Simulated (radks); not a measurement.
Results of a calculation; reference values are marked as such.
Ag16+, configuration [Ar] 3d10 4s2 4p1 (the NIST ground configuration).

Level of theory: Dirac Kohn-Sham, LB94 model potential, spin-unpolarised, spherical densities, finite nucleus; open shells fill j = l - 1/2 first; Fermi nuclear charge, rms radius 4.5454 fm (a radial shooting solver on a logarithmic mesh with Libxc functionals).

Energy parts (hartree):
part                    energy
kinetic             5483.84391
electron-nucleus  -12202.37475
Hartree             1633.75948
(The LB94 potential has no energy functional, so no total or exchange-correlation energy is given.)

Orbitals (lengths in bohr, moments of r in powers of bohr; <r^-3> diverges for s and p1/2; r(90%) holds 90 % of the orbital's charge):
orbital  occ.  eigenvalue (hartree)  <r^-3>  r(90%)      <r>      <r^4>  small-component weight
1s1/2       2             -950.6186       -  0.0557  0.03106  4.415e-06                2.97e-02
2s1/2       2             -153.4192       -   0.208   0.1341  0.0007770                6.23e-03
2p1/2       2             -143.9068       -   0.186   0.1136  0.0005041                6.27e-03
2p3/2       4             -137.3728    3534   0.193   0.1187  0.0005811                6.01e-03
3s1/2       2             -40.14341       -   0.537   0.3655    0.03538                1.76e-03
3p1/2       2             -36.32225       -   0.536   0.3561    0.03450                1.72e-03
3p3/2       4             -35.15391   642.5   0.550   0.3667    0.03845                1.65e-03
3d3/2       4             -28.39702   100.8   0.531   0.3366    0.03297                1.56e-03
3d5/2       6             -28.15543   94.85   0.535   0.3399    0.03409                1.54e-03
4s1/2       2             -16.53255       -    1.13   0.7982     0.7185                6.19e-04
4p1/2       1             -15.15406       -    1.17   0.8172     0.8109                5.88e-04
4p3/2       0             -14.85402   166.5    1.19   0.8343     0.8772                5.71e-04

The highest occupied level is 4p1/2 at -412.36 eV. The electron density at the nucleus is 1.46e+05 e/bohr^3. Summed over all electrons, <r^2> = 4.912 bohr^2, which gives a Langevin (diamagnetic) susceptibility term of -3.89 x 10^-6 cm^3/mol.
